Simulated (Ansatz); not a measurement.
Relaxation of the cluster HgF₃⁻ with RKS r2SCAN-D4/def2-TZVPD.

```sh
$ ansatz run in.yaml --threads 2 --pin off --events-out ev --progress --plain --max-ram 4352MiB
```

```yaml
crystal:
  periodic: [false, false, false]
  atoms:
    - {symbol: Hg, position_ang: [-0.001630, -0.000850, 0.000070]}
    - {symbol: F, position_ang: [0.767560, -1.601140, 0.255710]}
    - {symbol: F, position_ang: [-1.767590, 0.201720, 0.240990]}
    - {symbol: F, position_ang: [1.001660, 1.400270, -0.496780]}
basis:
  gaussian: {orbitals: def2-TZVPD}
total_charge: -1
hamiltonian: {xc: r2scan, dispersion: d4}
scf: {lower_state_search: "off"}
output: {orbitals: {seedname: orbitals}}
relax: {f_tol: 0.02, max_steps: 100}
```

It took 12 s on 2 threads of Arm Neoverse V1 on a shared host.

Positions (Å) and forces (eV/Å) at steps 1, 2, 3, 4 of 4:

```xyz
4
step=1 energy=-12327.9095 eV
Hg   -0.002   -0.001    0.000   -0.085   -0.056    0.020
F     0.768   -1.601    0.256    4.417   -9.166    1.462
F    -1.768    0.202    0.241  -10.107    1.165    1.377
F     1.002    1.400   -0.497    5.776    8.058   -2.859
4
step=2 energy=-12331.2041 eV
Hg   -0.002   -0.001    0.000   -0.019   -0.012    0.006
F     0.852   -1.775    0.283    0.956   -1.978    0.315
F    -1.960    0.224    0.267   -2.184    0.253    0.297
F     1.111    1.552   -0.551    1.247    1.738   -0.617
4
step=3 energy=-12331.5301 eV
Hg   -0.003   -0.002    0.001   -0.007   -0.005    0.002
F     0.888   -1.848    0.295    0.228   -0.470    0.075
F    -2.041    0.234    0.278   -0.519    0.060    0.070
F     1.157    1.616   -0.574    0.298    0.415   -0.147
4
step=4 energy=-12331.5569 eV
Hg   -0.003   -0.001    0.001    0.003    0.002   -0.001
F     0.902   -1.880    0.300   -0.005    0.012   -0.002
F    -2.076    0.237    0.283    0.011   -0.001   -0.002
F     1.177    1.644   -0.584   -0.009   -0.013    0.005
```

In the def2 sets Hg takes a core potential; there is no spin–orbit coupling. The structure comes from a short search, and lower isomers may exist.
